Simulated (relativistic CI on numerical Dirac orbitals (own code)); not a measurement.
Calculated at this level of theory: Dirac-Coulomb-Breit CI, separate exchange-only KLI orbitals for each configuration, a model potential for QED, valence Slater integrals scaled by 0.85, P86 correlation energy added to each configuration (own radial code, finite nucleus).

CI space (outside the closed core [Ne]): 3s, 3p, 3d, 4s, 4p, 4d, 4f, 5s, 5p, 5d, 5f, 5g, 6s, 6p, 6d, 7s, 7p. Levels of other configurations are missing.

At this charge configurations can still be misplaced by up to about 7 % of their energy. 14 of the 14 excited levels that our extract of the measured tables holds in this range could be paired (the sources list more); they are missed by 1933 cm⁻¹ on average and 2501 at most, and levels without a partner can miss by more.

Outline of the computed level scheme of P V. Lowest level of each configuration: 3s ²S1/2 at 0.0000 eV; 3p ²P°1/2 at 10.9683 eV; 3d ²D5/2 at 25.2429 eV; 4s ²S1/2 at 33.5882 eV; 4p ²P°1/2 at 37.4819 eV; 4d ²D5/2 at 42.5857 eV; 4f ²F°5/2 at 43.6748 eV; 5s ²S1/2 at 46.3880 eV; 5p ²P°1/2 at 48.2025 eV.

Some strong electric-dipole decays among the lowest 15 levels: 4f ²F°7/2 → 3d ²D5/2 (9.9e+09 s⁻¹); 4f ²F°5/2 → 3d ²D3/2 (9.2e+09 s⁻¹); 4s ²S1/2 → 3p ²P°3/2 (4.5e+09 s⁻¹); 3d ²D5/2 → 3p ²P°3/2 (3.9e+09 s⁻¹); 3d ²D3/2 → 3p ²P°1/2 (3.3e+09 s⁻¹); 4s ²S1/2 → 3p ²P°1/2 (2.2e+09 s⁻¹); 5s ²S1/2 → 3p ²P°3/2 (1.9e+09 s⁻¹); 3p ²P°3/2 → 3s ²S1/2 (1.3e+09 s⁻¹).
